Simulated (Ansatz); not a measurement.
Breaking the Si2–N1 bond in H5NSi (SMILES N[SiH3]) (multiplicity 1 held, fragments rigid). Energies count from the point at 1.724 Å.
Geometry at that point (charge 0, multiplicity 1):
```xyz
7

N      1.1401    -0.0792    -0.1102
Si    -0.5733     0.0471     0.0303
H      1.7367     0.6014     0.3334
H      1.5818    -0.9850    -0.1282
H     -1.1412    -0.2861     1.3661
H     -0.9523     1.4463    -0.2735
H     -1.1795    -0.8820    -0.9509
```

Unrestricted levels (U-) break spin symmetry where that is lower. Active spaces are followed from a long bond inwards. Curves can end on different states.

Frozen-core correlation.

Run with Ansatz (Gaussian basis) for Hartree–Fock, density functionals and correlated methods. Values without a source in brackets are computed.

Problem. Give the energy at R = 5.516 Å at the level U-HF/cc-pV(D+d)Z.

Solution. 3.28 eV

Problem. Estimate the energy at R = 5.516 Å that FIC-MRCISD+Q on CASSCF(2,2)/cc-pV(D+d)Z returns for this input.

Solution. 4.24 eV

Problem. What is the computed energy at R = 5.516 Å (U-SCS-MP2/cc-pV(D+d)Z)?

Solution. 4.43 eV

Doubts at one or more of the structures used: a spin-contaminated determinant (U-HF/cc-pV(D+d)Z, U-SCS-MP2/cc-pV(D+d)Z).

Ansatz is a first-principles code.
